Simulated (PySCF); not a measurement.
Here is a job for PySCF.
```python
from pyscf import gto, scf
from pyscf.prop import polarizability

mol = gto.M(
    atom='''
Te    0.018952   -0.015321    0.614084
Cl    1.078357    1.356778   -0.940097
Cl   -1.136327   -1.309916   -0.938279
''',
    basis='def2-svp',
    ecp={'Te': 'def2-svp'},
    charge=0,
    spin=0,
    verbose=4,
)

mf = scf.RHF(mol)
mf.kernel()
alpha = mf.Polarizability().polarizability()[2, 2]
print('alpha_zz =', alpha)
```

What does this run give for the total energy, number of basis functions, Mulliken (on the basis functions themselves) charges in atom order, HOMO energy?


| Item | Value |
|---|---|
| total energy | -1185.7175 Eh |
| number of basis functions | 62 |
| Mulliken (on the basis functions themselves) charges in atom order | Te1 0.61, Cl2 -0.30, Cl3 -0.30 |
| HOMO energy | -9.10 eV |
